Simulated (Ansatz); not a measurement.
System: C$_{4}$H$_{2}$BrO, net charge 0, doublet state. It need not be the lowest isomer of its formula. 
Structure (B3LYP-D3(BJ)/def2-TZVP (Ansatz, an electronic-structure program) minimum search):
```
C
O 1 1.3545
C 1 1.3608 2 112.32
H 3 1.0746 1 127.28 2 180.00
C 2 1.3836 1 106.73 3 0.00
C 5 1.3433 2 107.42 1 0.00
H 5 1.0732 6 136.21 3 -180.00
Br 1 1.8644 2 116.46 5 180.00
```
Charge 0, spin multiplicity 2.

Basis-set convergence of Hartree-Fock and MP2 correlation energies (hartree) with Ansatz. Valence correlation only, unless marked. Open shells are spin-unrestricted. Spin-orbit coupling is left out. Frozen are the shells of the preceding noble gas and the d and f shells that filled before the atom's block. No relativistic terms.

The UHF reference is spin-contaminated (<S^2> 0.36 over the pure value in the largest basis). 

```
basis    functions        E(HF)  E(corr, MP2)
-------  ---------  -----------  ------------
cc-pVDZ        107  -2799.78408      -0.76204
cc-pVTZ        221  -2799.92345      -0.95854
cc-pVQZ        403  -2799.94152      -1.03163
```

Extrapolating the two largest sets (X = 3 and 4) as X^-3: E(corr) = (64·(-1.03163) - 27·(-0.95854))/37 = -1.0850 Eh, an estimate of the basis-set limit. The largest set recovers 95.1 % of it, the smallest 70.2 %.
